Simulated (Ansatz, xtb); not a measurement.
Ligand exchange: SiH2(CH3)Cl + ICl → SiH2Cl2 + CH3I

Gas-phase species: SiH2(CH3)Cl ((chlorosilyl)methane), singlet; ICl (iodine monochloride), singlet; SiH2Cl2 (dichlorosilane (DCS)) `Cl[SiH2]Cl`, singlet; CH3I (methyl iodide) `CI`, singlet. The partners trade CH3 for Cl: Si–CH3 and I–Cl bonds give way to Si–Cl and I–CH3.

Shapes, held fixed at every level: PBE0-D4/def2-TZVP. Programs: Ansatz 0.2.0, xtb 6.7.1. The zero-point and thermal change to 298 K, harmonic and unscaled (PBE0-D4/def2-TZVP), is +1.7 kJ/mol.

(1) Estimate ΔH(298 K) of this reaction.

Results:

(1) The highest level, CCSD(T)/def2-TZVPP, gives ΔH(298 K) = -122.3 kJ/mol; the levels span -126.2 to -97.5. The column of differences is taken from that level and isn't an error. No measured value is set beside it here. For atoms past krypton def2 sets carry core potentials with scalar relativity. Outer-core shells of I are correlated, in sets that cover them unevenly.

| level | kind | ΔH(298 K) (kJ/mol) | less CCSD(T)/def2-TZVPP |
| --- | --- | --- | --- |
| GFN2-xTB | semi-empirical | -97.5 | +24.8 |
| HF/def2-SVP | Hartree–Fock | -126.2 | -3.9 |
| HF/def2-TZVPP | Hartree–Fock | -124.3 | -2.0 |
| BHLYP-D4/def2-TZVPP | global hybrid | -114.2 | +8.1 |
| wB97M-V/def2-TZVPP | range-separated hybrid | -112.8 | +9.5 |
| CCSD(T)/def2-SVP | coupled cluster or CI | -122.9 | -0.6 |
| CCSD/def2-SVP | coupled cluster or CI | -123.0 | -0.7 |
| CCSD(T)/def2-TZVPP | coupled cluster or CI | -122.3 | 0.0 |
